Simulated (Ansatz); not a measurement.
`C[Si]1(N)CO1` + `F[Si](F)(Cl)I` → `N[Si]1(I)CO1` + `C[Si](F)(F)Cl`  (redistribution)

Isolated molecules relaxed with PBE0-D4/def2-TZVP in Ansatz; ΔE leaves out vibrations. CCSD(T)/CBS is the MP2 limit (def2-TZVPP, def2-QZVPP) plus CCSD(T) − MP2 in def2-TZVPP, frozen cores. Functionals use def2-TZVPP. def2 core potentials past Kr. For I outer-core shells are correlated without core-valence functions, which leaves a few kJ/mol of doubt a bond. Each species was taken in one conformer, which may not be the lowest.

Question: Is it downhill or uphill in electronic energy at CCSD(T)/CBS, and by how much? (Best estimate.)

Answer: Ansatz gave: Downhill: ΔE = -28.6 kJ/mol.

Question: What do these levels give: ωB97M-V, B2PLYP, PBE-QIDH, r2SCAN, CCSD(T)/def2-SVP, MP2/CBS(def2)? (An estimate is asked.)

Answer: The calculation gave: ωB97M-V -26.2, B2PLYP -28.2, PBE-QIDH -28.6, r2SCAN -27.8, CCSD(T)/def2-SVP -31.1, MP2/CBS(def2) -29.2 kJ/mol.

Largest T1 diagnostic among the species: 0.012.

Leaving LDA and LC-ωPBE aside and taking each functional with its dispersion term where it has one, the values, not all of them listed here, spread over 4.0 kJ/mol, from PBE-QIDH to revPBE-D4.
